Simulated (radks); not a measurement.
Exchange energies: the exact (Fock) value of the Kohn-Sham orbitals and density-functional approximations, as 100 (|E| - |E exact|)/|E exact|, negative where the magnitude is too small. Species: B3+ [He]; Al2+ [Ne] 3s1; O6+ [He]; Ni24+ [He] 2s2. All-electron calculation, non-relativistic Kohn-Sham, PBE, spin-polarised, spherical densities, point nucleus. Program: a radial shooting solver on a logarithmic mesh with Libxc functionals. Every spin shell is full or empty, so the densities are truly spherical. Functionals are evaluated on that one density, not self-consistently.

| functional | B3+ | Al2+ | O6+ | Ni24+ |
|---|---|---|---|---|
| exact (hartree) | -2.88981 | -17.6533 | -4.76502 | -22.3341 |
| LDA | -14.05 | -8.50 | -14.13 | -12.42 |
| B88 | -0.51 | +0.06 | -0.66 | -0.09 |
| PBE | -1.70 | -0.52 | -1.86 | -0.89 |
| PBEsol | -6.04 | -3.65 | -6.16 | -5.10 |
| revPBE | -0.23 | -0.01 | -0.40 | +0.26 |
| WC | -3.71 | -1.69 | -3.84 | -2.88 |
| SOGGA | -6.26 | -3.71 | -6.38 | -5.24 |
| MS2 | +0.27 | +0.24 | +0.16 | +0.54 |
